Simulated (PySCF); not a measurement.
Species: C8H5FS.
SMILES with atom numbers: `[F:1][c:2]1[cH:3][cH:4][cH:5][c:6]2[cH:7][s:8][cH:9][c:10]12` (hydrogens: H11 on C3; H12 on C4; H13 on C5; H14 on C7; H15 on C9)

Method used: TDDFT wB97X-D/def2-SVPD, vertical, gas phase, core orbitals frozen in the response in PySCF 2.14.0, density-fitted response routines. Geometry: GFN2-xTB; no solvent, vibrations or thermal averaging.

Kohn–Sham orbitals with the atoms that hold most of them (Löwdin shares over 4%, at most four atoms; ? is withheld):

```tsv
orbital	ε (eV)	atoms
LUMO+2	2.03	C4 18%, C3 16%, C10 13%, C6 12%
LUMO+1	1.94	S8 77%, C7 6%, C9 6%
LUMO	-0.15	?
HOMO	?	?
HOMO-1	-9.16	S8 30%, C10 14%, C6 14%, C3 12%
HOMO-2	-10.14	C10 15%, C6 13%, C7 13%, C9 12%
HOMO-3	-11.78	S8 20%, C4 18%, C3 15%, C5 12%
```

(1) Which atoms hold the LUMO, and with what shares?

(2) Which atoms hold the HOMO, and with what shares?

(3) What is the HOMO energy, and the HOMO–LUMO gap?

Answers

(1) S8 (bonded to 2 C) 20%; C9 (bonded to C, S and H) 14%; C7 (bonded to C, S and H) 13%; C2 (bonded to 2 C and F) 10%. By element: carbon 37% or more, sulfur 20%.

(2) C7 (bonded to C, S and H) 18%; C9 (bonded to C, S and H) 17%; C5 (bonded to 2 C and H) 14%; C2 (bonded to 2 C and F) 11%.

(3) ε(HOMO) = -7.73 eV; the gap is 7.58 eV (0.2786 hartree).

Question: How does S1 compare with the orbital gap of 7.58 eV?

Answer: S1 is at 3.87 eV (f = 0.083), 3.71 eV below the gap, made of HOMO→LUMO (98%). 

Question: One configuration dominates each of S1, S3 and S4. Which, and how do the shares of the two leading atoms of either orbital change from the occupied to the empty one?

Answer: 
- S1 (3.87 eV, f 0.083), HOMO→LUMO (98%): C7 18% → 13%, C9 17% → 14%, S8 at most 12% → 20%
- S3 (5.71 eV, f 0.0031), HOMO→LUMO+1 (79%): C7 18% → 6%, C9 17% → 6%, S8 at most 12% → 77%
- S4 (5.93 eV, f 0.0026), HOMO-2→LUMO (90%): C10 15% → at most 10%, C6 13% → at most 10%, S8 at most 13% → 20%, C9 12% → 14%
